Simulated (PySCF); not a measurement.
How methods differ on the ionisation energy of Hg⁺

Hg⁺ [Xe] 4f14 5d10 6s1 [6s1/2^1, M_J = 1/2] → Hg²⁺ [Xe] 4f14 5d10, as a difference of total energies. All numbers are calculated (PySCF 2.14, the two-component X2C-1e Hamiltonian, in x2c-TZVPPall-2c (11s11p10d3f1g, 124 functions)). Correlated levels: [Kr] 4d10 4f14 frozen; the 34 highest virtual spinors dropped. "Screened" scales the spin-orbit matrix elements by Boettger's factors to mimic the two-electron term; Breit and QED terms are absent.

```
                    method  ionisation energy (eV)  error (eV)
           GHF (spin-free)                  17.103      -1.654
          GMP2 (spin-free)                  18.684      -0.073
 GHF (screened spin-orbit)                  17.127      -1.630
GMP2 (screened spin-orbit)                  18.711      -0.046
```

Reference: 18.757 eV (measured; NIST Atomic Spectra Database, ionization energies).

Errors of the correlated levels include the incompleteness of this basis and the frozen core.
